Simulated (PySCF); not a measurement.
# Two-dimensional NMR puzzle

Compound of formula C₇H₁₃B. Correlations simulated from computed shifts and the bond graph:

HSQC (one-bond C–H):
```tsv
δH	δC
6.24	134.3
2.96	36.5
2.95	37.5
2.01	18.3
0.82	14.8
```

COSY cross peaks (H two or three bonds apart, from the bond graph; peaks can be absent where the dihedral angle is near 90°):
```tsv
δH	δH
2.96	2.01
2.95	2.01
```

HMBC (two and three bonds, from the bond graph):
```tsv
δH	δC
6.24	181.4, 37.5, 36.5, 14.8
2.96	181.4, 134.3, 37.5, 18.3
2.95	181.4, 134.3, 36.5, 18.3
2.01	181.4, 37.5, 36.5
0.82	134.3, 14.8
```

Carbons without hydrogens: δ 181.4.

Single conformer, no solvent, equivalent nuclei averaged, non-relativistic. Shieldings: GIAO B97-2/pcSseg-1; coordinates at the PBE0-D3(BJ)/def2-SVP level; PySCF 2.14.0 with density-fitted response routines.

Scale: $^{1}$H (31.38 ppm) and $^{13}$C (183.69 ppm) vs TMS (reference shieldings calculated alike).

Exchangeable hydrogens are left out of these lists.

Work out the connectivity.

Results:

`C1CC(=CB(C)C)C1`.

Numbering as in the mapped SMILES `[CH3:1][B:2]([CH3:3])[CH:4]=[C:5]1[CH2:6][CH2:7][CH2:8]1`. Hydrogens are named by the atom that carries them.

1. δC 181.4 is C5, a fully substituted alkene carbon.
2. δC 134.3 is C4, an alkene CH (δH 6.24).
3. δC 37.5 is C8, an allylic sp3 CH2 (δH 2.95).
4. δC 36.5 is C6, an allylic sp3 CH2 (δH 2.96).
5. δC 18.3 is C7, an sp3 CH2 in a ring (δH 2.01).
6. δC 14.8 is C1/C3, a methyl carbon bonded to B (δH 0.82).
7. HMBC from δH 6.24 reaches the proton-free carbon C5.
8. HMBC from δH 2.96 reaches the proton-free carbon C5.
9. HMBC from δH 2.95 reaches the proton-free carbon C5.
10. HMBC from δH 2.01 reaches the proton-free carbon C5.
11. COSY links 2.96–2.01, 2.95–2.01.

The data come from this structure; uniqueness wasn't tested.

A carbon bonded to boron is broadened by the quadrupolar boron nucleus and is often missing from a measured spectrum. Shifts are as computed. Against solution values, carbons near 30 ppm lie about +1 ppm off and those near 130 ppm about +2 ppm. Of 1211 compounds with measured shifts, 218 miss one by over three times the rms of a fit or turn the order of signals round; such compounds aren't used in these exercises.
